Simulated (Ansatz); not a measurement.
```xyz
16

C     0.0000    1.4000    0.0000
C     1.2124    0.7000    0.0000
C     1.2124   -0.7000    0.0000
C     0.0000   -1.4000    0.0000
C    -1.2124   -0.7000    0.0000
C    -1.2124    0.7000    0.0000
C     2.4249    1.4000    0.0000
C     3.6373    0.7000    0.0000
C     3.6373   -0.7000    0.0000
C     2.4249   -1.4000    0.0000
H     0.0000    2.4850    0.0000
H     0.0000   -2.4850    0.0000
H    -2.1521    1.2425    0.0000
H     2.4249    2.4850    0.0000
H     4.5769    1.2425    0.0000
H     4.5769   -1.2425    0.0000
```

Basis set: def2-TZVP. Charge 0. Computed with Ansatz (development build ahead of 0.2.0); the lowest solution found for each multiplicity.

(1) How do the multiplicities compare at this shape? Give, from the lowest of each method, PBE0 (unrestricted) for 1, 3; PBE0 (restricted) for 1, 3.

Results:

(1)

```
            method  multiplicity  E (eV)  <S²>
PBE0, unrestricted             1   0.000  1.05
PBE0, unrestricted             3   0.018  2.02
  PBE0, restricted             1   1.807  0.00
  PBE0, restricted             3   0.000  2.00
```

Caution for PBE0, unrestricted: the unrestricted determinant is a mixture of spin states. Caution for PBE0, restricted: an unrestricted determinant lies well below.
